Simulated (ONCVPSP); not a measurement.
**Logarithmic derivatives: Ho, ONCV**

ONCVPSP 4.0.1 input, shortened (lines: element, Z, core and valence counts, functional; n l f; lmax; l rc ep ncon nbas qcut; lloc lpopt rc5 dvloc0; l nproj debl; icmod fcfact rcfact), PBEsol, scalar-relativistic:

```
  Ho 67.00   10    4  -116133      upf
    1    0    2.00
    2    0    2.00
    2    1    6.00
    3    0    2.00
    3    1    6.00
    3    2   10.00
    4    0    2.00
    4    1    6.00
    4    2   10.00
    4    3   10.00
    5    0    2.00
    5    1    6.00
    5    2    1.00
    6    0    2.00
    2
    0    2.15    0.00    4    8    5.90
    1    1.65    0.00    4    8    5.50
    2    2.45    0.00    5    8    4.60
    4    2    1.25    4.00
    0    2    2.00
    1    2    1.00
    2    2    2.70
    3    2.50    1.35
```

In the p channel the program set the typed energies aside and used -1.071, 0.250 Ha.

The phase is arctan(r·R′/R) of the radial function R(r), unwrapped; energies in Ha, scanned from -4 to 5 Ha. A pole is an energy at which the radial function vanishes at the test radius. The pseudo phase is shifted by a multiple of π to meet the all-electron one at the reference energy, and phase errors are pseudo minus all-electron; the curves can meet again beyond the range given. Levels narrower than the energy grid can be missing from the lists of poles.

```json
{"channel": "s", "radius (bohr)": "2.18", "reference energy (Ha)": "-0.16", "poles, all-electron": "-1.82, 3.56", "poles, pseudo": "-1.82, 3.53", "unbroken range about the reference energy with phases within 0.05 rad": "the whole range", "phase error 1 Ha above the reference energy (rad)": "-0.000"}
{"channel": "p", "radius (bohr)": "1.68", "reference energy (Ha)": "-1.07", "poles, all-electron": "0.55", "poles, pseudo": "0.55", "unbroken range about the reference energy with phases within 0.05 rad": "below 4.3", "phase error 1 Ha above the reference energy (rad)": "-0.000"}
{"channel": "d", "radius (bohr)": "2.49", "reference energy (Ha)": "-0.08", "poles, all-electron": "0.56, 4.51", "poles, pseudo": "0.56, 4.50", "unbroken range about the reference energy with phases within 0.05 rad": "the whole range", "phase error 1 Ha above the reference energy (rad)": "-0.000"}
```

Phases in the p channel:

```csv
E (Ha),all-electron,pseudo
-3.98,1.182,1.182
-3.50,1.107,1.107
-3.02,0.982,0.982
-2.54,0.735,0.734
-2.06,0.169,0.168
-1.58,-0.668,-0.668
-1.10,-1.138,-1.138
-0.62,-1.350,-1.350
-0.14,-1.467,-1.467
0.34,-1.544,-1.544
0.82,-1.603,-1.603
1.30,-1.654,-1.654
1.78,-1.706,-1.706
2.26,-1.763,-1.764
2.74,-1.836,-1.837
3.22,-1.942,-1.945
3.70,-2.124,-2.135
4.18,-2.501,-2.539
4.66,-3.247,-3.330
```
